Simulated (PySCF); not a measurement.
CH9NSi4, SMILES [SiH3][Si@H]1[SiH2]C=N[SiH2]1.

Geometry optimised at PBE-D3(BJ)/def2-SVP. The structure was generated by enumeration; whether it is a known compound was not checked.

Two levels are set side by side: PBE/def2-TZVP (PySCF) and M06-2X/def2-TZVP (PySCF). Same geometry, gas phase. Differences are taken from unrounded values.

```
quantity                     M06-2X    PBE  PBE minus M06-2X
---------------------------  ------  -----  ----------------
orbital gap (eV)               7.32   2.99             -4.33
highest occupied level (eV)   -7.72  -5.50              2.22
lowest empty level (eV)       -0.39  -2.51             -2.12
dipole moment (D)              1.41   1.01             -0.41
```

Without exact exchange PBE keeps part of each electron's self-repulsion, which lifts occupied levels and narrows the gap. Differences between two approximate levels are no errors against the true value.

Rough cost on one machine, each run with all the roots and properties that it gave: M06-2X against PBE within a factor of 2.
